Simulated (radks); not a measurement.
Spherical quantum dot in the effective-mass picture: electrons in a hard-walled sphere of radius 1.31, with a point charge +1 (a donor) at the centre, all in effective atomic units (hartree* = m*/eps^2 hartree, bohr* = eps/m* bohr), one dielectric constant everywhere. Method: non-relativistic Kohn-Sham, r2SCAN, spin-polarised, spherical densities, generalised Kohn-Sham scheme; computed with a radial shooting solver with Libxc functionals. Levels are named by radial order and angular momentum (1s, 1p, 1d, 2s, ...), and open shells are averaged over m. Results are scaled to m* = 0.111 and eps = 14.1, for which hartree* = 15.19 meV and bohr* = 6.722 nm.

N = 9, configuration 1s2 1p6 1d(up 1, down 0). This is the lowest configuration that the search found. Occupied and some empty levels:

| level | occupation | eigenvalue (meV) | <r> (nm) |
|---|---|---|---|
| 1s up | 1 | 160.94 | 4.555 |
| 1s down | 1 | 161.94 | 4.529 |
| 1p up | 3 | 204.47 | 5.378 |
| 1p down | 3 | 206.06 | 5.369 |
| 1d up | 1 | 259.91 | 5.820 |
| 1d down | 0 | 261.74 | 5.818 |
| 2s up | 0 | 285.73 | 4.224 |
| 2s down | 0 | 286.57 | 4.248 |
| 1f up | 0 | 328.00 | 6.126 |
| 1f down | 0 | 329.93 | 6.124 |
| 2p up | 0 | 384.40 | 4.663 |
| 2p down | 0 | 385.28 | 4.667 |

Energy (meV): total 1153.83, kinetic 776.49, external -198.23, Hartree 709.02, exchange-correlation -133.45.

Electron density:

| r (nm) | n(r) (e/nm^3) |
|---|---|
| 0.438 | 0.005674 |
| 1.10 | 0.005428 |
| 1.76 | 0.005735 |
| 2.42 | 0.006344 |
| 3.08 | 0.007001 |
| 3.74 | 0.007453 |
| 4.40 | 0.007468 |
| 5.06 | 0.006889 |
| 5.72 | 0.005695 |
| 6.38 | 0.004059 |
| 7.04 | 0.002334 |
| 7.70 | 0.0009325 |
| 8.36 | 0.0001454 |
